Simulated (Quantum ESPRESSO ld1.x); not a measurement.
Results of a calculation; reference values are marked as such.
Q: The mean radii <r> (bohr) of the occupied orbitals of an atom or ion are listed with their occupations. Code: ld1.x of Quantum ESPRESSO 7.5. Model: non-relativistic Kohn-Sham, LDA (Slater exchange, VWN5 correlation), spin-polarised, spherical densities, point nucleus.

| orbital | occ. | <r> |
|---|---|---|
| 1s up | 1 | 0.02106 |
| 1s down | 1 | 0.02106 |
| 2s up | 1 | 0.08907 |
| 2s down | 1 | 0.08907 |
| 2p up | 3 | 0.07536 |
| 2p down | 3 | 0.07536 |
| 3s up | 1 | 0.2270 |
| 3s down | 1 | 0.2270 |
| 3p up | 3 | 0.2169 |
| 3p down | 3 | 0.2169 |
| 3d up | 5 | 0.1905 |
| 3d down | 5 | 0.1905 |
| 4s up | 1 | 0.5085 |
| 4s down | 1 | 0.5085 |
| 4p up | 3 | 0.5170 |
| 4p down | 3 | 0.5169 |
| 4d up | 5 | 0.5379 |
| 4d down | 5 | 0.5378 |
| 5s up | 1 | 1.237 |
| 5s down | 1 | 1.235 |
| 5p up | 3 | 1.381 |
| 5p down | 3 | 1.378 |
| 4f up | 7 | 0.6512 |
| 4f down | 7 | 0.6497 |
| 5d up | 1 | 2.066 |
| 6s up | 1 | 3.302 |
| 6s down | 1 | 3.349 |

Name the element and its charge. Open shells, if any, are filled with parallel spins first.

A: Z = 72, hafnium, charge +1: Hf+ in [Xe] 4f14 5d1 6s2. The 1s radius gives Z: for a bare nucleus <r> = 1.5/Z, 0.02083 bohr for Z = 72, and screening makes it slightly larger (0.02106 here). The occupations add up to 71, and the charge is Z minus that.
